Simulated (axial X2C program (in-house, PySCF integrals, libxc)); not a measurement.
Outer orbitals of AsF⁺ at 1.661 Å, LDA

Calculated with an in-house all-electron X2C program for linear molecules (integrals from PySCF). Spin-free means the one-electron spin-free X2C Hamiltonian; two-component (2c) means X2C with spin–orbit coupling and atomic mean-field two-electron Coulomb and Gaunt terms, so the difference of the two also holds small scalar two-electron terms. Basis: As dyall-cv3z [9s9p6d4f1g], F dyall-av3z [7s6p3d2f] (cores contracted in-house); Gaussian nuclei, density fitting, unrestricted open shells. Masses: As 74.922 u, F 18.998 u.

The distance is close to the 2c PBE0 minimum; the highest filled and lowest empty levels are listed.

Spin-free orbitals, state M_S = 1/2, Λ = 1 (beyond evenly filled blocks: π+α) (Löwdin shares):

```json
{"symmetry": "σα", "occupied": "yes", "ε (eV)": "-24.35", "atomic character": "54% As s, 34% F p, 8% F s"}
{"symmetry": "σβ", "occupied": "yes", "ε (eV)": "-23.79", "atomic character": "50% As s, 38% F p, 8% F s"}
{"symmetry": "σα", "occupied": "yes", "ε (eV)": "-19.16", "atomic character": "54% F p, 22% As p, 19% As s"}
{"symmetry": "π+α", "occupied": "yes", "ε (eV)": "-19.05", "atomic character": "86% F p, 10% As p, 3% As d"}
{"symmetry": "π-α", "occupied": "yes", "ε (eV)": "-19.05", "atomic character": "86% F p, 10% As p, 3% As d"}
{"symmetry": "π-β", "occupied": "yes", "ε (eV)": "-18.83", "atomic character": "87% F p, 8% As p, 3% As d"}
{"symmetry": "π+β", "occupied": "yes", "ε (eV)": "-18.83", "atomic character": "87% F p, 8% As p, 3% As d"}
{"symmetry": "σβ", "occupied": "yes", "ε (eV)": "-18.82", "atomic character": "50% F p, 23% As s, 22% As p"}
{"symmetry": "π+α", "occupied": "yes", "ε (eV)": "-13.35", "atomic character": "80% As p, 12% F p, 4% F d"}
{"symmetry": "π-α", "occupied": "no", "ε (eV)": "-13.35", "atomic character": "80% As p, 12% F p, 4% F d"}
{"symmetry": "π-β", "occupied": "no", "ε (eV)": "-12.46", "atomic character": "82% As p, 11% F p, 4% F d"}
{"symmetry": "π+β", "occupied": "no", "ε (eV)": "-12.46", "atomic character": "82% As p, 11% F p, 4% F d"}
{"symmetry": "σα", "occupied": "no", "ε (eV)": "-9.34", "atomic character": "56% As p, 18% As d, 13% F p"}
```

A filled and an empty partner (Λ and −Λ, same spin) share one energy because the functional has no current term.

Spinors with spin–orbit coupling (state Ω = 1/2):

```json
{"ω": "-1/2", "occupied": "yes", "ε (eV)": "-24.33", "atomic character": "54% As s, 34% F p, 8% F s", "λ mixture": "100% σ"}
{"ω": "1/2", "occupied": "yes", "ε (eV)": "-23.76", "atomic character": "50% As s, 38% F p, 8% F s", "λ mixture": "100% σ"}
{"ω": "-1/2", "occupied": "yes", "ε (eV)": "-19.13", "atomic character": "54% F p, 22% As p, 19% As s", "λ mixture": "100% σ"}
{"ω": "1/2", "occupied": "yes", "ε (eV)": "-19.05", "atomic character": "85% F p, 10% As p, 2% As d", "λ mixture": "100% π"}
{"ω": "-3/2", "occupied": "yes", "ε (eV)": "-19.00", "atomic character": "86% F p, 10% As p, 3% As d", "λ mixture": "100% π"}
{"ω": "-1/2", "occupied": "yes", "ε (eV)": "-18.82", "atomic character": "87% F p, 8% As p, 3% As d", "λ mixture": "100% π"}
{"ω": "1/2", "occupied": "yes", "ε (eV)": "-18.79", "atomic character": "50% F p, 23% As s, 22% As p", "λ mixture": "100% σ"}
{"ω": "3/2", "occupied": "yes", "ε (eV)": "-18.77", "atomic character": "87% F p, 8% As p, 3% As d", "λ mixture": "100% π"}
{"ω": "1/2", "occupied": "yes", "ε (eV)": "-13.43", "atomic character": "80% As p, 12% F p, 4% F d", "λ mixture": "100% π"}
{"ω": "-3/2", "occupied": "no", "ε (eV)": "-13.22", "atomic character": "80% As p, 12% F p, 4% F d", "λ mixture": "100% π"}
{"ω": "-1/2", "occupied": "no", "ε (eV)": "-12.55", "atomic character": "82% As p, 11% F p, 4% F d", "λ mixture": "100% π"}
{"ω": "3/2", "occupied": "no", "ε (eV)": "-12.34", "atomic character": "82% As p, 10% F p, 4% F d", "λ mixture": "100% π"}
{"ω": "-1/2", "occupied": "no", "ε (eV)": "-9.31", "atomic character": "56% As p, 18% As d, 13% F p", "λ mixture": "100% σ"}
```

How does the gap between the highest filled and lowest empty level change from the spin-free to the 2c table?

From 0.00 to 0.21 eV at LDA, a change of 0.21 eV.

Mulliken charges and populations of the two-component result (they depend on the basis, above all on diffuse functions):

As 1.25 e (s 7.95 p 13.70 d 10.08 f 0.02), F -0.25 e (s 3.99 p 5.23 d 0.03). ⟨Lz⟩ = 1.00 ħ and ⟨Sz⟩ = -0.50 ħ (-0.48 and -0.02 on the two atoms), which add up to Ω.

One determinant describes the state; a PBE0 search over occupations chose it and may have missed a lower one. Density functionals use the spin component along the axis (collinear). Without a current term, density functionals place determinants with orbital angular momentum somewhat too high.
